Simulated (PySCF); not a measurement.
Two-component Hartree-Fock for I¹⁹⁺ (iodine, charge +19)

Start: [Ar] 3d10 4s2 4p4; 4p1/2 filled at m_j = -1/2, +1/2; 4p3/2 filled at m_j = +1/2, +3/2. Calculated with PySCF 2.14 in an even-tempered Gaussian basis (18 s from 1.2 bohr⁻², ratio 2.8; 14 p from 1.5 bohr⁻², ratio 2.8; 9 d from 2.7 bohr⁻², ratio 2.8; 4 f from 8.9 bohr⁻², ratio 3): generalised Hartree-Fock with the X2C-1e Hamiltonian and a Gaussian nucleus; spin-orbit coupling (SO) screened by Boettger's factors.

```
spinor shell  electrons  ε, screened SO (eV)  weight of nominal j (screened SO)  rms radius, screened SO (bohr)
       1s1/2          2             -33855.0                              1.000                          0.0311
       2s1/2          2              -5768.2                              1.000                           0.127
       2p1/2          2              -5433.7                              1.000                           0.109
       2p3/2          4              -5130.8                              1.000                           0.115
       3s1/2          2              -1596.1                              1.000                           0.332
       3p1/2          2              -1457.6                              1.000                           0.323
       3p3/2          4              -1396.6                              1.000                           0.335
       3d3/2          4              -1155.7                              0.998                           0.306
       3d5/2          6              -1142.9                              0.999                           0.309
       4s1/2          2              -636.49                              1.000                           0.719
       4p1/2          2              -582.30                              0.970                           0.739
       4p3/2          2              -568.65                              0.977                           0.759
```

```csv
quantity,screened SO
E (hartree),-6965.52480
M_J,2
⟨J²⟩,6.008
⟨L²⟩,2.934
⟨S²⟩,1.559
```

Each row is a mean over spinors that exchange with the open shell spreads, by up to 12.365 eV (4s1/2).

Breit and QED terms are absent; they matter most for the inner s and p1/2 levels.

Densities and radii are taken from the X2C orbitals without a picture-change correction, which distorts them close to the nucleus.
